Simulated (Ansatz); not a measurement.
Relaxation of ClFGe2H4O (9 atoms, charge 0, multiplicity 1), to a largest force component of 0.02 eV/Å in at most 40 steps.

Computed with Ansatz, RKS PBE/def2-SVP.

```xyz
9
Properties=species:S:1:pos:R:3
Ge 0.000 0.000 0.000
Ge 0.000 0.000 2.400
H -1.396 -0.432 2.917
H 1.072 -0.993 2.917
H 0.324 1.425 2.917
O 1.669 0.000 -0.589
H 1.986 -0.952 -0.706
Cl -1.046 1.812 -0.739
F -0.791 -1.371 -0.559
```

Task: Where does it end, and by what steps?

Result: The run converged. After 21 steps the energy has fallen by 0.286 eV; H7 moved furthest, 1.05 Å.

```
step  energy less start (eV)  largest force component (eV/Å)  accepted
   0                  0.0000                           2.626       yes
   1                 -0.1386                           1.228       yes
   2                 -0.1970                           0.329       yes
   3                 -0.2016                           0.186       yes
   4                 -0.2058                           0.079       yes
   5                 -0.2127                           0.414       yes
   6                 -0.2197                           0.383       yes
   7                 -0.2238                           0.632       yes
   8                 -0.2271                           0.738       yes
   9                 -0.2273                           0.782       yes
  10                 -0.1557                           2.133        no
  11                 -0.2497                           0.107       yes
  12                 -0.2597                           0.212       yes
  13                 -0.2482                           1.245        no
  14                 -0.2670                           0.167       yes
  15                 -0.2709                           0.182       yes
  16                 -0.2797                           0.199       yes
  17                 -0.2830                           0.128       yes
  18                 -0.2836                           0.351       yes
  19                 -0.2858                           0.046       yes
  20                 -0.2846                           0.111        no
  21                 -0.2860                           0.006       yes
```

```xyz
9
Properties=species:S:1:pos:R:3
Ge 0.087 -0.149 0.125
Ge -0.034 0.010 2.548
H -1.527 -0.047 2.941
H 0.744 -1.174 3.167
H 0.587 1.361 2.968
O 1.781 -0.193 -0.425
H 1.839 -0.175 -1.401
Cl -0.968 1.468 -0.894
F -0.692 -1.612 -0.471
```

Whether the end is a true minimum wasn't checked by a vibrational analysis.

Time of the run: 32 s on 2 threads of Intel(R) Xeon(R) 6975P-C (Granite Rapids), with other jobs on the host, peak memory 0.21 GiB.
